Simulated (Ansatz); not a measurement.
**C2H7BO (SMILES CCBO): methods side by side**

The species is C2H7BO (11 atoms), meant as a singlet with charge 0. As SMILES, `CCBO`. The coordinates come from a PBE0-D4/def2-TZVP relaxation. This is one conformer, not always the lowest.

Quantity: the electronic atomisation energy, in eV. The values are calculated. Electronic energies at fixed atoms, without zero-point motion or spin-orbit coupling.

| level | kind | program | value (eV) | CPU time (all runs) |
| --- | --- | --- | --- | --- |
| SVWN5/def2-SVP | LDA | Ansatz | 51.11 | 5.5 s |
| BLYP/def2-SVP | GGA | Ansatz | 44.54 | 8.8 s |
| r2SCAN/def2-SVP | meta-GGA | Ansatz | 45.22 | 17 s |
| PBE0/def2-SVP | global hybrid | Ansatz | 45.18 | 8.4 s |
| CAM-B3LYP/def2-SVP | range-separated hybrid | Ansatz | 45.25 | 9.4 s |
| HSE06/def2-SVP | range-separated hybrid | Ansatz | 45.22 | 9.6 s |
| wB97M-V/def2-SVP | range-separated hybrid | Ansatz | 45.65 | 67 s |
| B2PLYP/def2-SVP | double hybrid | Ansatz | 44.40 | 12 s |
| RPA@PBE/def2-SVP | RPA | Ansatz | 41.65 | 15 s |
| BCCD(T)/def2-SVP | coupled cluster or CI | Ansatz | 43.05 | 38 s |

Correlated wave functions underbind in double-zeta sets. The values span 41.65 to 51.11 eV. Times are those of the runs behind each value, whatever else they computed, on shared processors of several kinds: orders of magnitude only.
